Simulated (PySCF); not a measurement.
# Electron correlation in Sb⁺ (antimony, charge +1)

[Kr] 4d10 5s2 5p2, high-spin 3P determinant. All numbers are calculated (PySCF 2.14, a scalar-relativistic core potential, in cc-pVDZ-PP with ECP28MDF (4s3p2d, 23 functions)). Frozen: 4s2 4p6 4d10; 4 electrons correlated.

MP2 pair energies summed by pair of shells (mhartree):

```json
{"pair": "5s-5p", "energy": "-21.48", "share (%)": "60.2"}
{"pair": "5s-5s", "energy": "-10.69", "share (%)": "30.0"}
{"pair": "5p-5p", "energy": "-3.52", "share (%)": "9.9"}
```

Total MP2 correlation energy: -35.69 mhartree.

Same-spin part -5.95 and opposite-spin part -29.74 mhartree; SCS-MP2 scales them by 1/3 and 6/5 to -37.67 mhartree.

| level | correlation energy (mhartree) |
| --- | --- |
| CCSD | -49.92 |
| (T) | -0.51 |
| CCSD(T) | -50.43 |

Diagnostics: T1 = 0.0068, D1 = 0.0188, largest double amplitude 0.095.

Q: Is a single reference adequate?

A: Mostly. T1 lies below 0.03, but a double amplitude of this size points to a near-degeneracy that CCSD handles and MP2 describes poorly.
